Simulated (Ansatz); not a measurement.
A nudged elastic band was laid between two geometries of GeH4 + H3P (9 atoms, charge 0, multiplicity 1).

Method: Ansatz 0.2.0, RKS revPBE/def2-SVP.

* movable images: 7
* climbing image: yes
* spring: 5.0 eV/Å²
* optimiser: quadratic models (default)
* start path: through a guess of the saddle point
* force threshold: 0.03 eV/Å
* iteration limit: 60
* end points: relaxed

Initial state:

```xyz
9
Properties=species:S:1:pos:R:3
Ge 0.852 -0.053 -0.385
H 1.111 -0.117 1.143
H 2.197 0.150 -1.130
H -0.097 1.132 -0.699
H 0.197 -1.379 -0.853
P -3.813 0.107 1.835
H -3.360 -0.507 0.610
H -3.720 -1.137 2.560
H -2.473 0.492 2.209
```

Final state:

```xyz
9
Properties=species:S:1:pos:R:3
Ge -0.542 -0.333 -0.870
H 0.055 0.989 4.311
H 0.825 -0.359 -0.132
H -0.587 0.908 -1.805
H -0.686 -1.623 -1.728
P -2.239 -0.081 0.754
H -3.300 -0.364 -0.182
H -2.153 -1.457 1.180
H -0.479 1.008 3.761
```

Question: What changes between the two ends?

Answer: Bonds broken: Ge1–H2, P6–H9. Bonds formed: Ge1–P6, H2–H9. GeH4 + H3P becomes GeH5P + H2.

Question: Give the energies along the band, and the barrier.

Answer: It converged. The highest image is number 4 of 0 to 8, 2.98 eV above the first end and 2.96 eV above the last; the last end lies 0.02 eV above the first. Neighbouring images differ by up to 2.8 eV, so the band resolves the path poorly. A vibrational analysis at the climbing image gives one clearly imaginary mode, 1686i cm⁻¹: a first-order saddle point. The orbitals stay closed-shell, which can raise the energy where a bond breaks towards radicals; this wasn't checked here.

```json
{"image": "0", "path coordinate (Å)": "0.00", "energy (eV)": "0.00", "Ge1–H2 (Å)": "1.55", "P6–H9 (Å)": "1.44", "Ge1–P6 (Å)": "5.17"}
{"image": "1", "path coordinate (Å)": "1.64", "energy (eV)": "0.00", "Ge1–H2 (Å)": "1.55", "P6–H9 (Å)": "1.44", "Ge1–P6 (Å)": "5.05"}
{"image": "2", "path coordinate (Å)": "3.27", "energy (eV)": "0.00", "Ge1–H2 (Å)": "1.55", "P6–H9 (Å)": "1.44", "Ge1–P6 (Å)": "5.03"}
{"image": "3", "path coordinate (Å)": "4.91", "energy (eV)": "0.17", "Ge1–H2 (Å)": "1.55", "P6–H9 (Å)": "1.44", "Ge1–P6 (Å)": "3.97"}
{"image": "4", "path coordinate (Å)": "6.55", "energy (eV)": "2.98", "Ge1–H2 (Å)": "1.84", "P6–H9 (Å)": "1.83", "Ge1–P6 (Å)": "2.92"}
{"image": "5", "path coordinate (Å)": "8.06", "energy (eV)": "0.23", "Ge1–H2 (Å)": "2.86", "P6–H9 (Å)": "2.54", "Ge1–P6 (Å)": "2.38"}
{"image": "6", "path coordinate (Å)": "9.58", "energy (eV)": "0.03", "Ge1–H2 (Å)": "4.14", "P6–H9 (Å)": "3.58", "Ge1–P6 (Å)": "2.36"}
{"image": "7", "path coordinate (Å)": "11.09", "energy (eV)": "0.02", "Ge1–H2 (Å)": "5.34", "P6–H9 (Å)": "3.79", "Ge1–P6 (Å)": "2.36"}
{"image": "8", "path coordinate (Å)": "12.60", "energy (eV)": "0.02", "Ge1–H2 (Å)": "5.38", "P6–H9 (Å)": "3.65", "Ge1–P6 (Å)": "2.36"}
```

Question: What is the geometry of the highest image?

Answer: 
```xyz
9
Properties=species:S:1:pos:R:3
Ge -0.192 -0.055 0.010
H -0.032 1.049 1.479
H 1.131 -0.719 0.488
H -0.093 1.232 -0.855
H -0.934 -1.136 -0.874
P -2.585 -0.338 1.667
H -3.178 -0.158 0.367
H -2.245 -1.721 1.460
H -0.978 0.533 1.548
```

The band took 31 iterations and about 9 core-minutes.

The run took 4.8 min on 2 threads of Arm Neoverse V1 (shared host), peak memory 0.12 GiB.
